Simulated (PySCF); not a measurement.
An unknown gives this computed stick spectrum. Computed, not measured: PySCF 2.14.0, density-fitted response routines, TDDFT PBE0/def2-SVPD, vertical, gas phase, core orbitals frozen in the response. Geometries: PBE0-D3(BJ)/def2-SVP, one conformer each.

```tsv
state	λ (nm)	f
S1	216.6	0.0092
S2	207.2	0.0001
S3	186.8	0.067
S4	182.2	0.111
S5	178.6	0.0090
S6	171.8	0.078
S7	168.6	0.133
S8	165.8	0.196
S9	163.8	0.104
S10	159.9	0.087
```

Triplets computed (Tamm–Dancoff): 4.40, 4.67, 5.36, 5.60 eV.

Task: Which structure fits?
A. `C(C)(C)(C)C`
B. `B/C=C(\C)CC`
C. `C=C=CCCl`

Result: C. Its S1 lies at 5.72 eV; the nearest of the others has S1 at 5.13 eV. S1 is HOMO→LUMO+1 (40%), HOMO→LUMO (34%), HOMO-1→LUMO+1 (11%). Löwdin shares by element: HOMO carbon 72% or more, chlorine 13%; LUMO carbon 54% or more, chlorine 22% (atoms not listed hold the other 24%). At the same level the other candidates give, for their lowest levels:
- `B/C=C(\C)CC`: 242 nm (f 0.009); 235 nm (f 0.386); 230 nm (f 0.005); 187 nm (f 0.005); 176 nm (f 0.001); HOMO -7.59, LUMO -1.80 eV
- `CC(C)(C)C`: 145 nm (f 0.285 summed over 3 states); 131 nm (f 0.000 summed over 3 states); 128 nm (f 0.008 summed over 3 states) [of 10 roots; the last level is left out, as the window may have cut its degenerate partner]; T1 8.34 eV; HOMO -9.03, LUMO 0.62 eV

Conformer computed: `[CH2:1]=[C:2]=[CH:3][CH2:4][Cl:5]`: C2–C3–C4–Cl5 121°.
